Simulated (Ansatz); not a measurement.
Mulliken charges of H2SZn, SMILES `[SH][ZnH]` from B3LYP/def2-TZVPP in Ansatz (PBE0-D4/def2-TZVP geometry).

```csv
atom,x (Å),y (Å),z (Å),charge (e)
S1,-0.079,-1.469,0.309,-0.302
Zn2,-0.341,0.564,-0.412,0.316
H3,1.019,-1.145,1.015,0.100
H4,-0.544,1.990,-0.932,-0.114
```

Problem. By hand: the dipole of these point charges (1 e Å = 4.8032 D).

Solution. Σ q r = (0.080, 0.281, -0.016) e Å, of length 0.293 e Å = 1.41 D.

Problem. How does the dipole of the full density compare? (Estimate.)

Solution. Ansatz gave: (0.087, 0.217, 0.006) e Å, 1.12 D; the point charges give 1.26 times that, at 8° from its direction.

Point charges leave out the atoms' own dipoles, such as those of lone pairs, and Mulliken's split depends on the basis, so the two needn't agree.

B3LYP here is the variant with VWN-RPA as its local correlation; programs differ in this.
